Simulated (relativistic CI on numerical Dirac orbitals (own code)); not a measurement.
**How the errors of a small relativistic CI change along the 4-electron sequence**

Levels calculated with a relativistic CI code on KLI orbitals, against measured ones, in five cumulative steps: (1) Dirac-Coulomb, each configuration alone; (2) with Breit and QED terms; (3) with configuration mixing; (4) with scaled Slater integrals; (5) with a P86 correlation estimate. Each ion has its own short list of configurations; levels above 2,000 cm⁻¹ that pair in every step are counted, and ions without enough such levels are left out. The scale is 0.85 up to charge 4 and 0.9 beyond; P86 is a density functional added for each configuration.

Median relative error (%):

| Ion | Ground | Levels | (1) | (2) | (3) | (4) | (5) |
| --- | --- | --- | --- | --- | --- | --- | --- |
| Be | 2s2 | 13 | 15.5 | 15.5 | 1.3 | 3.6 | 0.4 |
| B+ | 2s2 | 17 | 8.5 | 8.5 | 1.0 | 2.1 | 0.2 |
| C2+ | 2s2 | 61 | 4.8 | 4.8 | 0.3 | 1.3 | 0.2 |
| N3+ | 2s2 | 54 | 3.7 | 3.8 | 0.2 | 0.9 | 0.2 |
| O4+ | 2s2 | 55 | 3.0 | 3.1 | 0.1 | 0.7 | 0.2 |
| F5+ | 2s2 | 51 | 2.4 | 2.5 | 0.1 | 0.4 | 0.2 |
| Ne6+ | 2s2 | 15 | 1.8 | 1.9 | 0.1 | 0.4 | 0.1 |

Mean absolute error (cm⁻¹):

```tsv
Ion	(1)	(2)	(3)	(4)	(5)
Be	7997	8001	1180	1807	453
B+	10302	10316	1611	2017	680
C2+	14751	14788	1366	3369	873
N3+	17165	17237	1547	3655	987
O4+	19866	19985	1515	4275	1148
F5+	22799	23016	1664	3449	1978
Ne6+	22826	23094	4424	5118	3212
```

In step (3), fully ab initio, the relative error is 1.3 % for Be and 0.1 % for Ne6+, while the absolute error goes from 1180 to 4424 cm⁻¹. The relative error falls from the first to the last ion but not steadily. The sets of levels differ from ion to ion, which blurs the trend. Mixing (step 3) lowers the mean absolute error for 7 of the 7 ions and scaling (step 4) for 0. The P86 step changes the mean absolute error by a factor of 0.3 for the first ion and 0.6 for the last.

Sources of the measured levels: Be, NIST Handbook of Basic Atomic Spectroscopic Data (Sansonetti and Martin, J. Phys. Chem. Ref. Data 34, 1559 (2005)); B+, NIST Handbook of Basic Atomic Spectroscopic Data (Sansonetti and Martin, J. Phys. Chem. Ref. Data 34, 1559 (2005)); C2+, Moore, Selected Tables of Atomic Spectra, NSRDS-NBS 3, section 3; N3+, Moore, Selected Tables of Atomic Spectra, NSRDS-NBS 3, section 4; O4+, Moore, Selected Tables of Atomic Spectra, NSRDS-NBS 3, section 9; F5+, Moore, Atomic Energy Levels, vol. I, NSRDS-NBS 35 (1971 reprint of NBS Circular 467, 1949); Ne6+, NIST levels in Podobedova, Fuhr, Reader and Wiese, J. Phys. Chem. Ref. Data 33, 525 (2004).
